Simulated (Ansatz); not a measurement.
```yaml
crystal:
  periodic: [false, false, false]
  atoms:
    - {symbol: N, position_ang: [-0.864688, 0.546087, -0.985105]}
    - {symbol: Si, position_ang: [0.561552, 0.388156, 0.095868]}
    - {symbol: Se, position_ang: [1.133965, -1.811118, 0.890600]}
    - {symbol: H, position_ang: [-0.905925, 0.005135, -1.893828]}
    - {symbol: H, position_ang: [-1.828222, 0.639397, -0.558438]}
    - {symbol: H, position_ang: [0.286079, 1.316712, 1.313672]}
    - {symbol: H, position_ang: [1.851976, 0.789583, -0.675868]}
    - {symbol: H, position_ang: [-0.137927, -1.933907, 1.754405]}
basis:
  gaussian: {orbitals: def2-SVP, fitting: {mean_field: cc-pVTZ-jkfit}, nuclear_model: gaussian}
total_charge: 1
magnetization: {spin_polarized: true, initial_magnetization: 2}
hamiltonian: {xc: {name: PBE}, dispersion: d3bj}
```

```sh
$ ansatz run in.yaml --threads 2 --pin off --events-out ev --progress --plain --max-ram 4352MiB
```

Output, abridged:

```
Error: a molecule whose nuclei and cores have a total charge of 60 cannot have a net charge of 1 together with 2 unpaired electrons
```

(1) Something in this input is off. What?

Answers

(1) The number of unpaired electrons doesn't fit the electron count. The program refused the input.
